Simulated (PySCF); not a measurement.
Compound: C6H11ClOSi.
Atom-mapped SMILES: `[CH2:1]=[CH:2][C@@H:3]1[CH2:4][Si@H:5]([Cl:6])[CH2:7][CH2:8][O:9]1` (hydrogens: H10, H11 on C1; H12 on C2; H13 on C3; H14, H15 on C4; H16 on Si5; H17, H18 on C7; H19, H20 on C8)

Geometry (PBE0-D3(BJ)/def2-SVP, Å), atoms numbered from 1 in this order:
```xyz
20
C6H11ClOSi angstrom
C      3.278    0.022   -0.064
C      2.117    0.634   -0.285
C      0.775    0.065    0.061
C      0.019   -0.395   -1.202
Si    -1.704   -0.961   -0.722
Cl    -2.993   -0.972   -2.353
C     -2.251    0.288    0.562
C     -1.062    0.629    1.466
O      0.066    1.068    0.757
H      4.231    0.466   -0.364
H      3.322   -0.956    0.427
H      2.084    1.617   -0.771
H      0.925   -0.809    0.730
H      0.584   -1.187   -1.717
H     -0.066    0.456   -1.899
H     -1.684   -2.348   -0.171
H     -2.587    1.199    0.039
H     -3.101   -0.080    1.159
H     -1.326    1.448    2.153
H     -0.798   -0.246    2.097
```

Computed, not measured: PySCF 2.14.0, density-fitted response routines, TDDFT CAM-B3LYP/def2-SVPD, vertical, gas phase, core orbitals frozen in the response.

```tsv
state	E (eV)	E (kJ/mol)	λ (nm)	f	main configurations (H = HOMO, L = LUMO)
S1	7.00	675	177.1	0.120	H→L (63%), H-1→L (24%)
S2	7.28	702	170.3	0.126	H-1→L (32%), H→L+1 (30%), H-1→L+1 (12%)
S3	7.38	712	168.0	0.015	H→L+1 (32%), H-1→L (14%), H-2→L (11%)
S4	7.53	727	164.6	0.212	H-1→L+1 (34%), H→L+3 (10%), H→L+1 (9%)
S5	7.56	730	164.0	0.111	H-2→L (24%), H→L+2 (12%), H→L+3 (11%)
S6	7.78	751	159.3	0.040	H-3→L (39%), H-2→L+1 (11%)
S7	7.80	753	158.9	0.0072	H-1→L+1 (21%), H→L+4 (10%), H-2→L (8%)
S8	7.84	756	158.2	0.018	H→L+4 (41%), H→L+3 (10%)
S9	8.03	774	154.5	0.015	H-1→L+3 (46%), H-1→L+4 (13%)
S10	8.06	777	153.9	0.013	H-1→L+2 (31%), H-1→L+4 (13%)
```

Triplets, Tamm–Dancoff:

| state | E (eV) | λ (nm) | main configurations (H = HOMO, L = LUMO) |
| --- | --- | --- | --- |
| T1 | 4.38 | 282.9 | H→L (36%), H→L+1 (20%), H-1→L (12%) |
| T2 | 6.82 | 181.7 | H-1→L (42%), H→L (34%) |
| T3 | 7.07 | 175.4 | H-2→L (37%), H-1→L (16%), H-2→L+2 (9%) |
| T4 | 7.17 | 172.8 | H→L+1 (37%), H-1→L+1 (15%) |

The lowest singlet comes at 177 nm (675 kJ/mol) in the vacuum ultraviolet; it is of moderate strength; its leading configuration is HOMO→LUMO (63%). The most intense listed level is S4 at 7.53 eV (165 nm, f = 0.212), 0.53 eV above S1. Löwdin shares by element: HOMO carbon 59% or more, oxygen 12% (atoms not listed hold the other 29%); LUMO carbon 35% or more, chlorine 12%, silicon 9% (atoms not listed hold the other 43%). Of the 10 states listed, 9 reach f = 0.01 and none stays under 0.0005. The oscillator strengths of these states sum to 0.677; summed over the whole spectrum of an exact calculation they would give the number of electrons, 86 (Thomas–Reiche–Kuhn). Weighted by f, the mean energy of these states is 7.44 eV. The vertical ionisation energy (ΔSCF) is 9.62 eV, 1.56 eV above S10. The window holds the lowest 10 singlets.

One conformer stands for the species.
